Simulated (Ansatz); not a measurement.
A made-up structure of CH2LiSe, doublet:

Li1  (-0.379, -1.042, 1.370)
Se2  (-1.543, 0.348, -0.051)
C3  (0.297, 0.167, -0.279)
H4  (0.671, -0.437, -1.102)
H5  (-0.496, -1.787, 2.769)
(Å)

It is relaxed with PBE-D4/def2-SVP and then PBE0-D4/def2-TZVP (Ansatz 0.2.0). Atoms count as bonded within 1.22 times the sum of their covalent radii (H–H: 0.88 Å). The end point is not checked to be a true minimum.

Q: Does its bonding change? (Judge from chemistry; the calculation decides.)

A: By the calculation: No: no bond forms or breaks.

Where it ends: The first stage lowers the energy by 1.10 eV in 12 steps. It ends as CH₂LiSe ([LiH]1[CH][Se]1):
```
5
angstrom
Li 0.4661 -1.3511 1.5030
Se -1.4509 0.0048 0.3433
C 0.2064 -0.3572 -0.1769
H 0.4170 0.0793 -1.1581
H -1.0874 -1.1271 2.1966
```

Labels in which every atom is bracketed show which atoms are joined, not bond orders.

For scale, one of the runs: PBE0-D4/def2-TZVP relaxation, 105 basis functions, launched by `ansatz run in.yaml --threads 2 --pin off --events-out ev --progress --plain --max-ram 4352MiB`. The run took about 34 s on 2 CPU threads of an Arm Neoverse V2 (shared host).
